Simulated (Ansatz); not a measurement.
A run for Ansatz (an electronic-structure program): R-B3LYP-D3(BJ)/def2-TZVP on C2H6 (a complex).

Ansatz 0.2 input:
```yaml
crystal:
  periodic: [false, false, false]
  atoms:
    - {symbol: C, position_ang: [0.39725945, 0.55403455, -0.24996733]}
    - {symbol: C, position_ang: [-0.14552526, -0.59485307, 0.09698996]}
    - {symbol: H, position_ang: [1.46434783, 0.70561496, -0.24685934]}
    - {symbol: H, position_ang: [-0.19967190, 1.40010888, -0.54979294]}
    - {symbol: H, position_ang: [-1.21325398, -0.74647077, 0.09475217]}
    - {symbol: H, position_ang: [0.45121037, -1.44162793, 0.39647476]}
    - {symbol: H, position_ang: [-0.31223535, 0.07424674, 2.64538934]}
    - {symbol: H, position_ang: [-0.44403679, 0.04945220, 3.41374915]}
basis:
  gaussian:
    orbitals: def2-TZVP
hamiltonian:
  xc: b3lyp
  dispersion: d3bj
relax: {f_tol: 0.004, max_steps: 120}
scf: {lower_state_search: off}
```

**Question.** Give the final energy of this run.

**Answer.** -79.8081 hartree.

**Question.** How many basis functions does it have, and what does it roughly cost on one machine?

**Answer.** 98 functions; around 5 core-seconds (rough).
